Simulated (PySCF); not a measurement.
O3W, charge -1, multiplicity 2. Atoms are numbered in the order given.

```xyz
4

W      0.0000     0.0000     0.0927
O      1.4961     0.8638    -0.2857
O      0.0000    -1.7276    -0.2857
O     -1.4961     0.8638    -0.2857
```
Charge -1, spin multiplicity 2.

Geometry optimised at B3LYP-D3(BJ)/def2-SVPD. The spin state was assumed, not searched. The isomer is the one that the SMILES or the coordinates give; other isomers of the formula were not compared. The def2 effective core potentials stand for the cores of W; spin–orbit coupling is left out.

Level of theory: ωB97X/def2-TZVPD in PySCF.

Mulliken values depend strongly on the basis, most of all with diffuse functions as here. ESP charges are fitted to the potential on shells at 1.4 to 2.0 van der Waals radii. Atomic charges (e):

```json
[
 {"atom": "W1", "Mulliken": "1.15", "ESP fit": "0.70", "Mulliken spin": "1.10"},
 {"atom": "O2", "Mulliken": "-0.72", "ESP fit": "-0.57", "Mulliken spin": "-0.03"},
 {"atom": "O3", "Mulliken": "-0.72", "ESP fit": "-0.57", "Mulliken spin": "-0.03"},
 {"atom": "O4", "Mulliken": "-0.72", "ESP fit": "-0.57", "Mulliken spin": "-0.03"}
]
```
